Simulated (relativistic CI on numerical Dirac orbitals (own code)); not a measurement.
Lu LXVI: sensitivity of the levels to the model

Base calculation: Dirac-Coulomb-Breit CI, KLI orbitals optimised for each configuration, model QED (radiative potential, 1s self-energy scaled to tabulated hydrogen-like ionisation energies), unscaled Slater integrals.

Configuration list (outside the closed core 1s2): 2s²2p², 2s2p³, 2p⁴, 2p³3s, 2p³3p, 2p³3d, 2s²2p3s, 2s²2p3p, 2s²2p3d, 2s2p²3s, 2s2p²3p, 2s2p²3d, 2s²2p4s, 2s²2p4p, 2s²2p4d, 2s²2p4f. Levels of other configurations are missing.

Variants: (1) QED terms removed; (2) configuration mixing switched off. Shifts of the energy above 2s²2p² ³P0, in eV, for the lowest level and the first level of each name with at least 55 % of one term (blank where a level changes its place among those of its configuration and J or its character, or is not in the variant):

| Level | Base | Δ(1) | Δ(2) |
| --- | --- | --- | --- |
| 2s²2p² ³P0 | 0.0 | 0.0 | 0.0 |
| 2s²2p² ³P1 | 1165.7 | -1.3 | -1.3 |
| 2s²2p² ¹D2 | 1184.0 | -1.3 | -1.3 |
| 2s²2p² ³P2 | 2371.6 | -2.4 | +3.0 |
| 2s²2p² ¹S0 | 2431.1 | -2.4 | +5.4 |
| 2s2p³ ³D°3 | 2630.8 | +13.4 | -2.8 |
| 2s2p³ ³P°0 | 2689.6 | +13.4 | -3.0 |
| 2s2p³ ¹D°2 | 2721.2 | +13.4 | -2.3 |
| 2s2p³ ³P°1 | 2725.1 | +13.4 | -2.8 |
| 2p⁴ ³P2 | 3021.0 | +29.2 | -8.2 |
| 2p⁴ ¹S0 | 3083.9 | +29.2 | -10.6 |
| 2p⁴ ³P1 | 4201.5 | +28.1 | -4.0 |
| 2p⁴ ¹D2 | 4220.3 | +28.1 | -3.8 |
| 2p⁴ ³P0 | 5434.6 | +26.8 | -5.4 |
| 2s²2p3s ³P°0 | 9440.9 | -3.8 | +1.8 |
| 2s²2p3s ³P°1 | 9444.5 | -3.8 | +1.1 |
| 2s²2p3p ³D1 | 9524.2 | +0.8 | +0.8 |
| 2s²2p3p ³P0 | 9570.1 | +0.9 | +1.6 |
| 2s2p²3s ³P0 | 9735.9 | +12.2 | -4.0 |
| 2s²2p3d ³F°2 | 9952.9 | +1.2 | -0.4 |
| 2s²2p3s ³P°2 | 10649.4 | -4.8 | +6.8 |
| 2s²2p3s ¹P°1 | 10658.1 | -4.8 | +6.6 |

At this charge energies of transitions that change n are usually good to better than 1 %, and those within a shell (Δn = 0) to a few per cent.

Ionisation energy from the two ground configurations alone: base 16729 eV. The NIST ASD value (theoretical) is 16730 eV.

LS names give the leading component of a level, which can be under half, so a name can repeat, a term be missing and a line seem to break the LS rules.
